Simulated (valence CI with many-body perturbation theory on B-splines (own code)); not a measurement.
## O: key properties

Level of theory: relativistic CI+MBPT: six valence electrons over a frozen Dirac-Fock core [He], radial functions for each j: 9 s, 9 p, 8 d, 6 f, 3 g, 1 h, with the one-electron correlation potential Σ1 (screened to all orders), the two-electron term Σ2, the three-electron term Σ3, Breit, model QED; selected single and double excitations, second order for the rest, scaled by the run's own slope (own B-spline code, finite nucleus).

Against 22 measured levels this calculation errs by 257 cm⁻¹ on average and by 374 at most. Among the levels kept, up to 1500 cm⁻¹ of a level comes from second order outside the variational space, and about a tenth of that is noise between levels of different J, which matters for small intervals.

Rates and lifetimes use the calculated energies. Strong lines usually hold to 10 to 20 %, long lifetimes can be off by a factor of two.

Question: What is the ground level?

Answer: 2s²2p⁴ ³P_2, composition 96 % 2s²2p⁴ ³P, g = 1.501.

Question: What are the static dipole polarisabilities of the lowest levels?

Answer: 2s²2p⁴ ³P_2 5.05 (tensor -0.28); 2s²2p⁴ ³P_1 5.09 (tensor 0.15); 2s²2p⁴ ³P_0 5.05; 2s²2p⁴ ¹D_2 5.10 (tensor 0.38) bohr³, of which the core gives 0.00264. The recommended value for the atom is 5.3 ± 0.2 bohr³ (Schwerdtfeger and Nagle, table of static dipole polarizabilities (2023 update)).

Question: How is the term ³P of the ground level split?

Answer: J = 2 at 0.000, J = 1 at 0.028, J = 0 at 0.031 eV.

Question: Name the longest-lived excited levels whose lifetime is computed, and their main decay.

Answer: 2s²2p⁴ ¹D_2 at 1.982 eV lives 121 s, mostly by M1 to 2s²2p⁴ ³P_2; 2s²2p⁴ ¹S_0 at 4.223 eV lives 731 ms, mostly by E2 to 2s²2p⁴ ¹D_2; 2s²2p³3s ⁵S°_2 at 9.107 eV lives 241 μs, mostly by E1 to 2s²2p⁴ ³P_2. The lifetime of 2s²2p⁴ ³P_1 is too uncertain to give, and may be longer. The lifetime of 2s²2p⁴ ³P_0 is too uncertain to give, and may be longer.

Question: What is the ionisation energy?

Answer: 13.566 eV; NIST lists 13.6181 eV (measured).
